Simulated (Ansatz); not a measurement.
The same ligand exchange along the group Li, Na, K.

Calculated with Ansatz (gas phase, PBE0-D4/def2-TZVP geometries, no zero-point term in ΔE). CBS: MP2 limit from def2 TZ/QZ plus the TZ coupled-cluster correction, frozen cores. This one scheme is used for every species. Functionals use def2-TZVPP. B3LYP here is the variant with VWN-RPA as its local correlation; programs differ in this. def2 core potentials past Kr. For I, K, Li, Na outer-core shells are correlated without core-valence functions, which leaves a few kJ/mol of doubt a bond. Scalar relativity is left out up to krypton.

| reaction | CCSD(T)/def2-SVP (kJ/mol) | PBE-D4 (kJ/mol) | B3LYP-D4 (kJ/mol) | CCSD(T)/CBS(def2) (kJ/mol) |
| --- | --- | --- | --- | --- |
| `[Li][F]` + HI → `[Li][I]` + H–F | -51 | -40 | -40 | -56 |
| `[F][Na]` + HI → `[Na][I]` + H–F | -112 | -97 | -100 | -109 |
| `[F][K]` + HI → `[K][I]` + H–F | -130 | -98 | -103 | -112 |

Largest T1 diagnostic: 0.013, for `[Li][F]`.
